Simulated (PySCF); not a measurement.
## Working with the constants of PPb⁺

UHF-CCSD(T) constants of PPb⁺, ³Σ⁻ (triplet), unpaired electrons π ↑↑ (P def2-SVP, Pb def2-SVP with ECP60; scalar-relativistic core potentials (PySCF 2.14); masses 30.9738 and 207.9766 u):

* ωe: 276.2 cm⁻¹
* ωexe: 1.05 cm⁻¹
* Be: 0.088693 cm⁻¹
* αe: 0.000408 cm⁻¹
* D (centrifugal): 3.66e-08 cm⁻¹

Task: Give the vibrational terms G(v) and spacings up to v = 6.

Result: G(v) = ωe(v+½) − ωexe(v+½)².

```
v  G(v) (cm⁻¹)  G(v) − G(v−1)  Bv (cm⁻¹)
0        137.8                   0.08849
1        411.9          274.1    0.08808
2        683.9          272.0    0.08767
3        953.8          269.9    0.08726
4       1221.6          267.8    0.08686
5       1487.3          265.7    0.08645
6       1750.9          263.6    0.08604
```

Correlated steps freeze 9 core orbitals. Spin–orbit coupling is left out, which matters for elements this heavy, above all for dissociation energies. The state was picked by a PBE0 search and need not be the measured ground state.
